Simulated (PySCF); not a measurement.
Radial density of Zn³⁺ (zinc, charge +3)

M06-L, [Ar] 3d9, 2D determinant. Calculation: PySCF 2.14, in x2c-TZVPPall; scalar relativity by spin-free X2C-1e.

```
r (bohr)  4πr²ρ (e/bohr)  4πr²(ρα − ρβ)
0.000823          0.2382         0.0000
 0.00138          0.5952         0.0000
 0.00233           1.477         0.0000
 0.00392           3.547         0.0001
 0.00659           8.013         0.0002
  0.0111           16.34         0.0004
  0.0186           28.12         0.0007
  0.0313           36.47         0.0011
  0.0527           32.68         0.0029
  0.0887           30.29         0.0158
   0.149           41.77         0.0928
   0.251           28.39         0.4355
   0.422           20.74         1.1205
   0.710           21.74         1.1364
    1.19           5.871         0.3795
    2.01          0.4434         0.0258
    3.38        0.008068         0.0002
    5.68       2.721e-05         0.0000
```

Densities and radii are taken from the X2C orbitals without a picture-change correction, which distorts them close to the nucleus.
